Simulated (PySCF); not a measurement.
C₄H₅O₃, SMILES CC1[CH]OC(=O)O1, doublet (B3LYP/def2-SVP optimised geometry):

```
12

C      0.870    -1.832     1.265
C      0.206    -1.295     0.000
C     -1.296    -1.295     0.000
O     -1.723     0.005     0.000
C     -0.640     0.844    -0.145
O     -0.715     2.025    -0.231
O      0.490     0.109    -0.167
H      0.654    -2.907     1.371
H      1.962    -1.701     1.208
H      0.495    -1.307     2.157
H      0.624    -1.816    -0.882
H     -1.962    -2.025     0.461
```

Calculation: PySCF 2.14.0 with unrestricted B3LYP/def2-TZVP.

What are the frontier orbital energies (α orbitals alone; a β orbital can be the lowest empty one) and the dipole moment?

HOMO-2 -8.96 eV, HOMO-1 -8.69 eV, HOMO -5.85 eV, LUMO 0.45 eV, LUMO+1 0.65 eV; dipole moment 4.92 D.

Meta-Löwdin charges at B3LYP/def2-TZVP: C1 -0.33, C2 0.12, C3 -0.01, O4 -0.29, C5 0.66, O6 -0.43, O7 -0.34, H8 0.12, H9 0.12, H10 0.12, H11 0.12, H12 0.14.
